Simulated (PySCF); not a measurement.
## Stationary points of AsH₂⁻

Method: PBE0 in PySCF with As def2-TZVPD, H def2-TZVPD; no relativity; density-fitted integrals.

Relaxations began from a few typed shapes. The search is not exhaustive: other isomers or separated fragments can lie lower, and high-lying points may rest on an excited occupation.

```json
{"spin": "singlet", "group": "C2v", "bonds": "As–H 1.541 Å (×2)", "angles": "H–As–H 90.9°", "imaginary modes (cm⁻¹)": "none", "ΔE (kJ/mol)": "0.0", "ΔE with ZPE (kJ/mol)": "0.0"}
{"spin": "singlet", "group": "D∞h", "bonds": "As–H 1.448 Å (×2)", "angles": "H–As–H 180.0°", "imaginary modes (cm⁻¹)": "1819i, 1819i", "ΔE (kJ/mol)": "304.5", "ΔE with ZPE (kJ/mol)": "–"}
```

The lowest minimum found is the singlet C2v: As–H 1.541 Å (×2); H–As–H 90.9°.

For the lowest minimum: the highest occupied level lies above zero, a sign of self-interaction error or too small a basis; response properties are unreliable. The lowest empty level of this anion is unbound, so it and the gap depend on the basis.
